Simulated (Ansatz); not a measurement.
Sn10H15⁺, a cluster with a defect cut from the lattice of tin (one cap removed). The state is a triplet with charge 1. Geometry PBE-D4/def2-SVP, that of the charge +1 singlet; atoms count from 1.

```xyz
25

Sn   -2.0366    2.3078    1.4752
Sn    2.3003    2.2261   -0.0511
Sn    0.7343   -1.0812    2.9281
Sn   -2.6284   -2.1805   -0.0282
Sn    1.7140   -2.2182   -1.5445
Sn   -1.0314    1.1567   -3.0415
Sn    0.6521    1.6284    2.1561
Sn   -2.4430    0.5498   -0.6845
Sn    1.6195    0.5233   -2.1920
Sn    0.0836   -2.6884    0.7061
H    -2.2107    3.9334    0.9198
H    -3.1778    1.9485    2.7199
H     2.1216    3.8821   -0.5108
H     3.9375    1.8967    0.3946
H    -0.3534   -1.3791    4.2367
H     2.3582   -1.4495    3.3924
H    -3.7425   -2.3742    1.2765
H    -3.1389   -3.0641   -1.4208
H     3.3430   -2.6080   -1.1180
H     1.1914   -3.1788   -2.8820
H    -1.2494    2.8277   -3.4168
H    -1.6042    0.1490   -4.3209
H     0.9692    2.6885    3.4959
H     2.5544    0.8784   -3.6132
H     0.0371   -4.3746    1.1232
```

In the def2 sets Sn takes a core potential; there is no spin–orbit coupling. Single mean-field runs in def2-TZVP are fitted with def2-universal-jkfit. At PBE0-D4/def2-TZVP a singlet of charge 1 lies 1.61 eV below the triplet at the same geometry.

Question: Estimate the Mulliken populations from the PBE0/def2-TZVP orbitals of Ansatz.

Answer: 
```csv
atom,charge (e),spin (α − β)
Sn1,0.09,0.10
Sn2,0.07,0.01
Sn3,0.07,0.00
Sn4,0.07,0.00
Sn5,0.07,0.00
Sn6,0.15,0.35
Sn7,0.06,0.08
Sn8,0.06,1.16
Sn9,0.07,0.17
Sn10,0.05,0.05
H11,0.02,-0.01
H12,0.02,0.00
H13,0.01,0.00
H14,0.01,0.00
H15,0.01,0.00
H16,0.01,0.01
H17,0.02,0.00
H18,0.01,0.00
H19,0.01,0.00
H20,0.01,0.00
H21,0.03,-0.01
H22,0.03,-0.01
H23,0.01,0.03
H24,0.02,0.04
H25,0.01,0.02
```
Mulliken values and Mayer orders depend strongly on the basis.

Question: Where does the spin sit?

Answer: Summed by element: Sn 1.93, H 0.07, of 2 unpaired in all. Largest on single atoms: Sn8 1.16, Sn6 0.35, Sn9 0.17.

Question: And the Mayer bond orders between bonded heavy atoms (over 0.3)?

Answer: Sn1–Sn7 0.79 (2.86 Å); Sn1–Sn8 0.80 (2.81 Å); Sn2–Sn7 0.85 (2.82 Å); Sn2–Sn9 0.84 (2.82 Å); Sn3–Sn7 0.85 (2.82 Å); Sn3–Sn10 0.85 (2.82 Å); Sn4–Sn8 0.83 (2.81 Å); Sn4–Sn10 0.82 (2.86 Å); Sn5–Sn9 0.84 (2.82 Å); Sn5–Sn10 0.85 (2.82 Å); Sn6–Sn8 0.70 (2.81 Å); Sn6–Sn9 0.74 (2.85 Å).
